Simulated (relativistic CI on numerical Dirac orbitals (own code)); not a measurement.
**Hyperfine structure of Ag²⁴⁺, mass number 107**

Computed by Dirac-Coulomb-Breit CI, KLI orbitals optimised for each configuration, a model potential for QED, unscaled Slater integrals (own radial code, finite nucleus).

CI space (outside the closed core [Ne]): 3s²3p⁶3d⁵, 3s²3p⁵3d⁶, 3s²3p⁴3d⁷, 3s3p⁶3d⁶, 3p⁶3d⁷, 3s3p⁵3d⁷, 3s²3p⁶3d⁴4s, 3s²3p⁶3d⁴4p, 3s²3p⁶3d⁴4d, 3s²3p⁶3d⁴4f, 3s²3p⁵3d⁵4s, 3s²3p⁶3d³4s², 3s²3p⁶3d⁴5s, 3s3p⁶3d⁵4s, 3s²3p⁶3d³4p², 3p⁶3d⁶4s. Levels of other configurations are missing.

Nuclear spin I = 1/2, μ = -0.11352 μN (tables of Stone and Pyykkö). The electronic factors are computed for point nuclear moments, without core polarisation or the Bohr-Weisskopf and QED corrections.

```
           Level  E (cm⁻¹)  A (MHz)
 3s²3p⁶3d⁵ ⁴G7/2  120095.3    -1972
 3s²3p⁶3d⁵ ⁴P3/2  121332.7    -2002
3s²3p⁶3d⁵ ⁴G11/2  124980.7    -2173
 3s²3p⁶3d⁵ ⁴G9/2  131903.7    -2010
 3s²3p⁶3d⁵ ⁴P1/2  136803.7    524.5
 3s²3p⁶3d⁵ ⁴D7/2  159161.7    -1574
 3s²3p⁶3d⁵ ⁴D1/2  180029.1    -4378
 3s²3p⁶3d⁵ ⁴D3/2  183224.0    -2429
```

Levels with J = 0, under 50 % of one LS term, or S terms without an open s electron are left out. Small factors come from cancelling terms and can be off by tens of per cent or more.

At this charge energies of transitions that change n are usually good to better than 1 %, and those within a shell (Δn = 0) to a few per cent. Terms inside the open d or f shell come out 10 to 20 % too wide with unscaled integrals.

Problem. Give the hyperfine levels of 3s²3p⁶3d⁵ ⁴G7/2 relative to its centre of gravity.

Solution. With K = F(F + 1) − I(I + 1) − J(J + 1), E = AK/2: F = 3: 4436, F = 4: -3450 MHz.

LS names give the leading component of a level, which can be under half, so a name can repeat, a term be missing and a line seem to break the LS rules.
